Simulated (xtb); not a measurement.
As4, charge +1, doublet, at a GFN2-xTB geometry (a state made from the parent by changing its charge; the spin is typed, not shown lowest).

Input for xtb:
```
$ xtb mol.xyz --gfn 1 --chrg 1 --uhf 1 --vomega --json

# file mol.xyz
4

As    -0.91408271     0.11757606    -1.17441154
As     0.56448145     1.36964334     0.18453076
As     0.91952912    -1.12533990    -0.34159932
As    -0.56992786    -0.36187950     1.33148010
```

Q: What does this run give for the vertical electron affinity (with the method's empirical shift), vertical ionisation energy (with the method's empirical shift)?

A: 
The vertical electron affinity (with the method's empirical shift) is 8.50 eV and the vertical ionisation energy (with the method's empirical shift) comes out as 17.95 eV.
